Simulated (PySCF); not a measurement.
C5H6BN, SMILES C#CC1=CCB1N.

Geometry: B3LYP-D3(BJ)/def2-SVP. This is a generated structure with no PubChem entry under its InChIKey; it may be hypothetical. The values are those of a single conformer.

The numbers are results of ωB97X/def2-TZVP (PySCF), not measurements.

```
Property                                                                                                        Result
---------------------------------------------------------------------------------------------  -----------------------
total energy                                                                                        -273.70481 hartree
point group                                                                                                         Cs
highest occupied level                                                                                        -8.92 eV
lowest empty level                                                                                             1.17 eV
orbital gap                                                                                                   10.09 eV
dipole moment                                                                                                   1.77 D
quadrupole, principal values (traceless, Buckingham form, about the centre of nuclear charge)    -8.98, 2.60, 6.38 D·Å
mean static polarisability                                                                       78.7 bohr³ (11.67 Å³)
polarisability, principal values                                                               48.3, 75.0, 113.0 bohr³
```
